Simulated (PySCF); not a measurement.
CH₂Li₂, SMILES [Li][CH2][Li]. Atoms are numbered in the order given.

```xyz
5

C      0.0000     0.0000    -0.3338
H      0.0000     0.8865    -0.9947
H      0.0000    -0.8865    -0.9947
Li    -1.6603     0.0000     0.6653
Li     1.6603     0.0000     0.6653
```

Geometry: r2SCAN-D4/def2-TZVPD.

Two levels are set side by side: PBE/pcJ-1 (PySCF) and B3LYP/pcJ-1 (PySCF). One-bond couplings, all four terms, same geometry. Isotopes: 13C, 1H, 7Li. Differences are taken from unrounded values.

```
quantity        B3LYP   PBE  PBE minus B3LYP
--------------  -----  ----  ---------------
¹J(C1,H2) (Hz)  112.6  99.9            -12.7
¹J(C1,H3) (Hz)  112.6  99.9            -12.7
```

Rough cost on one machine, each run with all the roots and properties that it gave: B3LYP against PBE within a factor of 2.
